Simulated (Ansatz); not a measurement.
C2H7GaTe (`[CH3][Ga]([CH3])[TeH]`). Total charge 0; spin multiplicity 1. Correlated methods include outer-core shells of Ga, Te, which these sets cover unevenly. Scalar relativity is left out up to krypton. Te takes the def2 core potential.

```
atom    x (Å)    y (Å)    z (Å)
  C1  -0.0646  -0.5218  -1.9159
 Ga2   0.0208  -0.3178   0.0391
  C3  -0.0733   1.3896   1.0104
 Te4   0.3076  -2.4561   1.3738
  H5   0.0617  -1.5576  -2.2308
  H6   0.7119   0.0855  -2.3884
  H7  -1.0294  -0.1613  -2.2827
  H8   0.9147   1.8586   1.0084
  H9  -0.3788   1.2460   2.0468
 H10  -0.7686   2.0759   0.5222
 H11   0.2980  -1.6411   2.8171
```

Give the diagnostics of a CCSD(T)/def2-TZVPP run (frozen core, Ansatz 0.2.0). (Estimate.)

Computed: T1 = 0.0113, largest single amplitude 0.022, largest double 0.034, (T) share of the correlation energy 3.3 %, 10 CCSD cycles. The RHF solution is stable towards an unrestricted one. T1 lies under the customary mark of 0.02 for closed shells.
